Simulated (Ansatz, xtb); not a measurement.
**C5H4BNO: which of two isomers lies lower**

Structure X is `N#CB1C=CC(O)=C1`, a singlet and structure Y is `N#CC1=CB(O)C=C1`, a singlet. Both are isolated molecules in the gas phase, relaxed with r2SCAN-D4/def2-SVP; the shapes shown needn't be the lowest conformers.

X (Å):

```xyz
12

C    -1.7138   -2.4263   -2.5545
C     0.7449   -1.4530   -1.6363
C     1.2212   -1.2462   -0.3971
C     0.1795   -1.6343    0.6222
C    -0.9892   -2.0985    0.0749
B    -0.7440   -2.0291   -1.4299
N    -2.4437   -2.7244   -3.4151
O     0.5200   -1.4800    1.8962
H     1.3050   -1.2508   -2.5518
H     2.1978   -0.8607   -0.0888
H    -0.2193   -1.7581    2.4608
H    -1.8530   -2.4248    0.6566
```

Y (Å):

```xyz
12

C    -1.8290   -2.4182   -2.2941
C    -0.8559   -2.0460   -1.3235
C     0.3691   -1.5135   -1.5707
C    -0.0692   -1.8078    0.9041
C    -1.1144   -2.2205    0.1596
B     1.0171   -1.3001   -0.1342
N    -2.6430   -2.7311   -3.0696
O     2.2449   -0.7861    0.0700
H     0.7446   -1.3100   -2.5750
H     2.4874   -0.7235    1.0036
H    -0.0681   -1.8548    1.9962
H    -2.0605   -2.6391    0.5184
```

Quicker runs give these differences E(Y) − E(X): GFN2-xTB −31.0 kcal/mol; HF/STO-3G −26.3 kcal/mol (at GFN2-xTB geometries); r2SCAN-D4/def2-SVP//GFN2-xTB −26.0 kcal/mol.

Q: Estimate E(Y) − E(X) at the level CCSD(T)/def2-SVP + ΔMP2/def2-TZVPP.

A: Calculated at CCSD(T)/def2-SVP + ΔMP2/def2-TZVPP: E(Y) − E(X) = −28.0 kcal/mol, so structure Y lies lower.

The same difference at several levels:

```
                             level            geometry  E(Y) − E(X) (kcal/mol)  departure from the last row (kcal/mol)  job, with rough time for the two
                          GFN2-xTB            GFN2-xTB                     −31.0                                    −3.0               optimisation, 3.1 s
                         HF/STO-3G            GFN2-xTB                     −26.3                                    +1.7                 single point, 4 s
      r2SCAN-D4/def2-SVP//GFN2-xTB            GFN2-xTB                     −26.0                                    +2.0                single point, 17 s
                r2SCAN-D4/def2-SVP  r2SCAN-D4/def2-SVP                     −26.2                                    +1.7             optimisation, 2.8 min
                       HF/def2-SVP  r2SCAN-D4/def2-SVP                     −27.0                                    +0.9           part of the CCSD(T) run
                      MP2/def2-SVP  r2SCAN-D4/def2-SVP                     −30.4                                    −2.5           part of the CCSD(T) run
                  CCSD(T)/def2-SVP  r2SCAN-D4/def2-SVP                     −30.1                                    −2.1                      single point
CCSD(T)/def2-SVP + ΔMP2/def2-TZVPP  r2SCAN-D4/def2-SVP                     −28.0                                                     single point, 3.5 min
```

As drawn, Y has 1 C–C, 1 B–O in place of 1 C–B, 1 C–O.

The levels shown agree on the order. The largest departure from CCSD(T)/def2-SVP + ΔMP2/def2-TZVPP is that of GFN2-xTB, 3.0 kcal/mol. The last row adds to CCSD(T) the change of the MP2 difference between the two basis sets, here +2.1 kcal/mol.

With thermal terms from frequencies at re-optimised GFN2-xTB minima (ideal gas, soft modes damped towards free rotors, one conformer each, 298.15 K, 1 atm): the zero-point term adds +0.3 kcal/mol; ΔH is −27.7 and ΔG −27.5 kcal/mol.

The correlated steps freeze 8 core orbitals. Codes used: Ansatz 0.2.0, xtb 6.7.1; the last row on 2 threads of Intel(R) Xeon(R) Processor @ 2.50GHz (Skylake/Cascade Lake) on a shared host.
